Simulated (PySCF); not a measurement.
`c1(C(=O)Br)cccc(F)c1`, C₇H₄BrFO

Molfile (atoms numbered from 1):
```
C7H4BrFO
     RDKit          3D

 14 14  0  0  0  0  0  0  0  0999 V2000
    2.9029    1.2859   -0.0559 O   0  0  0  0  0  0  0  0  0  0  0  0
    2.2992    0.2716    0.0499 C   0  0  0  0  0  0  0  0  0  0  0  0
    3.3461   -1.3807    0.3003 Br  0  0  0  0  0  0  0  0  0  0  0  0
    0.8480    0.0865    0.0187 C   0  0  0  0  0  0  0  0  0  0  0  0
    0.0838    1.2464   -0.1550 C   0  0  0  0  0  0  0  0  0  0  0  0
   -1.2947    1.1739   -0.1968 C   0  0  0  0  0  0  0  0  0  0  0  0
   -1.9340   -0.0483   -0.0674 C   0  0  0  0  0  0  0  0  0  0  0  0
   -1.1642   -1.1875    0.1035 C   0  0  0  0  0  0  0  0  0  0  0  0
   -1.7803   -2.3733    0.2290 F   0  0  0  0  0  0  0  0  0  0  0  0
    0.2160   -1.1473    0.1495 C   0  0  0  0  0  0  0  0  0  0  0  0
    0.5919    2.1932   -0.2549 H   0  0  0  0  0  0  0  0  0  0  0  0
   -1.8772    2.0718   -0.3307 H   0  0  0  0  0  0  0  0  0  0  0  0
   -3.0089   -0.1303   -0.0967 H   0  0  0  0  0  0  0  0  0  0  0  0
    0.7708   -2.0624    0.2843 H   0  0  0  0  0  0  0  0  0  0  0  0
  1  2  2  0
  2  3  1  0
  2  4  1  0
  4  5  2  0
  5  6  1  0
  6  7  2  0
  7  8  1  0
  8  9  1  0
  8 10  2  0
 10  4  1  0
  5 11  1  0
  6 12  1  0
  7 13  1  0
 10 14  1  0
M  END
```

Computed, not measured: PySCF, GIAO B3LYP/pcSseg-1 magnetisability, rotational g tensor and spin-rotation constants, non-relativistic, gas phase. Geometry: GFN2-xTB.

The calculation is non-relativistic, which matters for the atoms heavier than Zn.

Task: How diamagnetic is it, and how anisotropic?

Result: Isotropic -1520 × 10⁻³⁰ J/T², or -91.6 × 10⁻⁶ cm³/mol; principal values -2206, -1250, -1105 × 10⁻³⁰ J/T², anisotropy 1036 × 10⁻³⁰ J/T² (root of half the summed squared differences of the principal values). The susceptibility is in cgs units.

Task: Split it along the inertial axes a, b, c into diamagnetic and paramagnetic parts about the centre of mass, with the quadrupole moment.

Result: 
| axis | χ (10⁻⁶ cm³/mol) | diamagnetic (10⁻⁶ cm³/mol) | paramagnetic (10⁻⁶ cm³/mol) | summed x² of all electrons (Å²) | quadrupole Θ (D Å) |
| --- | --- | --- | --- | --- | --- |
| a | -71.6 | -748.3 | 676.7 | 462.5 | +4.65 |
| b | -70.2 | -2024.5 | 1954.4 | 161.7 | -2.06 |
| c | -132.8 | -2648.2 | 2515.4 | 14.7 | -2.58 |

Anisotropies 2χaa − χbb − χcc = +59.7 and 2χbb − χaa − χcc = +64.1 × 10⁻⁶ cm³/mol. Θ is traceless in Buckingham's convention.

Task: And the rotational g tensor?

Result: 
| axis | rotational constant (GHz) | g | nuclear part | electronic part |
| --- | --- | --- | --- | --- |
| a | 1.7694 | -0.0438 | 0.5187 | -0.5625 |
| b | 0.5526 | -0.0130 | 0.4944 | -0.5074 |
| c | 0.4211 | +0.0025 | 0.5002 | -0.4976 |

Asymmetric top; isotopes 79Br, 12C, 19F, 1H, 16O; no vibrational averaging.
